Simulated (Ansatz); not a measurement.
A nudged elastic band was laid between two geometries of C$_{2}$H$_{5}$GaOS (10 atoms, charge 0, multiplicity 1).

These are results of Ansatz 0.2.0, RKS PBE-D4/def2-SVP, not measurements.

```yaml
movable_images: 9
climbing_image: yes
spring: 5.0 eV/Å²
optimiser: quadratic models (default)
start_path: through a guess of the saddle point
force_threshold: 0.05 eV/Å
iteration_limit: 60
end_points: relaxed
```

First end point:

```xyz
10
Properties=species:S:1:pos:R:3
O 0.182 0.801 1.051
C 0.385 -0.418 1.062
C 0.183 -1.316 -0.105
S -0.410 -0.544 -1.640
Ga -0.501 1.628 -0.783
H 0.748 -0.883 2.014
H 1.157 -1.844 -0.256
H -0.505 -2.124 0.245
H -1.945 2.138 -0.398
H 0.705 2.563 -1.191
```

Last end point:

```xyz
10
Properties=species:S:1:pos:R:3
O 0.263 0.393 1.100
C 0.480 -0.928 1.103
C 0.177 -1.490 -0.219
S -0.426 -0.513 -1.674
Ga -0.463 1.553 -0.698
H 0.468 0.770 1.982
H 1.110 -2.041 -0.496
H -0.539 -2.320 -0.002
H -1.853 2.078 -0.154
H 0.782 2.499 -0.942
```

(1) Which bonds break or form, and what moves?

(2) Give the energies along the band, and the barrier.

(3) What is the geometry of the highest image?

## Answers

(1) Bonds broken: C2–H6. Bonds formed: O1–H6.

(2) It converged. The highest image is number 6 of 0 to 10, 3.51 eV above the first end and 0.93 eV above the last; the last end lies 2.58 eV above the first. A vibrational analysis at the climbing image gives 2 clearly imaginary modes (1696i, 70i cm⁻¹): a point of higher order, so a lower path passes nearby. The orbitals stay closed-shell, which can raise the energy where a bond breaks towards radicals; this wasn't checked here.

```json
{"image": "0", "path coordinate (Å)": "0.00", "energy (eV)": "0.00", "C2–H6 (Å)": "1.12", "O1–H6 (Å)": "2.02"}
{"image": "1", "path coordinate (Å)": "0.22", "energy (eV)": "0.08", "C2–H6 (Å)": "1.12", "O1–H6 (Å)": "1.97"}
{"image": "2", "path coordinate (Å)": "0.45", "energy (eV)": "0.34", "C2–H6 (Å)": "1.12", "O1–H6 (Å)": "1.88"}
{"image": "3", "path coordinate (Å)": "0.67", "energy (eV)": "0.87", "C2–H6 (Å)": "1.12", "O1–H6 (Å)": "1.75"}
{"image": "4", "path coordinate (Å)": "0.89", "energy (eV)": "1.79", "C2–H6 (Å)": "1.14", "O1–H6 (Å)": "1.56"}
{"image": "5", "path coordinate (Å)": "1.12", "energy (eV)": "2.95", "C2–H6 (Å)": "1.21", "O1–H6 (Å)": "1.35"}
{"image": "6", "path coordinate (Å)": "1.34", "energy (eV)": "3.51", "C2–H6 (Å)": "1.35", "O1–H6 (Å)": "1.14"}
{"image": "7", "path coordinate (Å)": "1.56", "energy (eV)": "3.19", "C2–H6 (Å)": "1.54", "O1–H6 (Å)": "1.01"}
{"image": "8", "path coordinate (Å)": "1.77", "energy (eV)": "2.78", "C2–H6 (Å)": "1.73", "O1–H6 (Å)": "0.98"}
{"image": "9", "path coordinate (Å)": "1.99", "energy (eV)": "2.61", "C2–H6 (Å)": "1.87", "O1–H6 (Å)": "0.98"}
{"image": "10", "path coordinate (Å)": "2.20", "energy (eV)": "2.58", "C2–H6 (Å)": "1.91", "O1–H6 (Å)": "0.98"}
```

(3) 
```xyz
10
Properties=species:S:1:pos:R:3:forces:R:3
O 0.232 0.564 1.089 0.00 0.00 0.00
C 0.445 -0.756 1.075 0.00 0.01 0.01
C 0.182 -1.458 -0.188 0.00 0.00 -0.01
S -0.416 -0.506 -1.639 0.00 0.00 0.00
Ga -0.481 1.617 -0.722 0.00 0.00 0.00
H 0.601 0.131 2.079 0.00 0.00 0.00
H 1.130 -1.998 -0.427 0.00 0.00 0.00
H -0.530 -2.279 0.072 0.00 0.00 0.00
H -1.906 2.130 -0.274 0.00 0.00 0.00
H 0.743 2.555 -1.065 0.00 0.00 0.00
```

The run took 80 s on 2 threads of Intel(R) Xeon(R) 6975P-C (Granite Rapids) (shared host), peak memory 0.19 GiB.
